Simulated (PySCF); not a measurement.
# GeF₃ at several levels of theory

All levels use the PBE0 minimum (doublet; Ge–F 1.728 Å (×3); F–Ge–F 106.5° (×3)), basis [Ge def2-SVP, F def2-SVP], no relativity, density fitting, no spin–orbit coupling, PySCF. For vertical energies the ionised species is a singlet (spins chosen at PBE0 and kept) and the electron-attached one a singlet. Atomisation goes to high-spin ground-configuration atoms, without zero-point energy. Open shells are unrestricted, also as the reference of the correlated levels. A dash marks a value that was not computed or is not defined at that level.

Coordinates in bohr (charge 0 multiplicity 2):
```
Ge    0.0000    0.0000   -0.5416
F     3.0199    0.0000    0.6983
F    -1.5100    2.6153    0.6983
F    -1.5099   -2.6154    0.6983
```

```
  level  atomisation (kJ/mol)  vertical IP (eV)  vertical EA (eV)  −ε(HOMO) (eV)  dipole (D)
   PBE0                  1336             11.39              2.34           8.60        2.14
     HF                     ?                 ?                 ?              ?           ?
    MP2                     –             11.02              1.98              –           –
    PBE                  1434             10.90              2.14           7.03        1.79
CCSD(T)                     –                 ?                 ?              –           –
 r2SCAN                     –             11.34              2.25           7.62        2.03
  B3LYP                  1343             11.34              2.42           8.26        2.07
  TPSSh                  1355             11.18              2.23           7.82        2.01
    M06                     –             11.47              2.62           8.54        2.22
 B2PLYP                     –             11.16              2.25              –           –
```

Fill in the row of CCSD(T).

vertical IP (eV) 11.04, vertical EA (eV) 2.08.

Fill in the row of HF.

atomisation (kJ/mol) 885, vertical IP (eV) 11.72, vertical EA (eV) 1.61, −ε(HOMO) (eV) 12.47, dipole (D) 2.83.

For GeF₃ itself CCSD(T) correlates 35 electrons; T1 = 0.015, D1 = 0.071, (T) = -38 kJ/mol.

Without diffuse functions attachment energies tend to come out too low.
